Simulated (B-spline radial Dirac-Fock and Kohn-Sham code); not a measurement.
**Satellites and hypersatellites of the K lines of Pb⁺**

System: lead as Pb⁺ in the configuration [Xe] 4f14 5d10 6s2 6p1.

The computed values come from a B-spline atomic structure program: relaxed Dirac-Fock hole states (ΔSCF) with Breit and QED corrections and a finite nucleus. Each two-hole energy is an average over J within one jj subconfiguration, not an observable level; in light atoms, where LS coupling holds, the j-resolved values are not observed lines, and for a K spectator the Kα1 hypersatellite is nearly forbidden. The model has no electron correlation.

Lines without a spectator: Kα2 (K-L2) 72800.3 eV, Kα1 (K-L3) 74964.7 eV, Kβ3 (K-M2) 84440.0 eV, Kβ1 (K-M3) 84928.0 eV. Shifts in eV with one spectator hole (a dash: not computed, or left out as unreliable):

```
spectator hole      Kα2      Kα1      Kβ3      Kβ1
        K (1s)  +1151.6  +1261.5  +1497.5  +1523.4
    L2 (2p1/2)   +153.3   +213.0        –   +388.3
    L3 (2p3/2)   +103.1   +118.1   +271.0        –
    M2 (3p1/2)        –    +35.0    +63.5    +75.7
    M3 (3p3/2)   +16.51        –    +49.7    +51.1
    M4 (3d3/2)    +5.26    +2.05        –        –
    M5 (3d5/2)    -0.69    +4.05        –        –
```
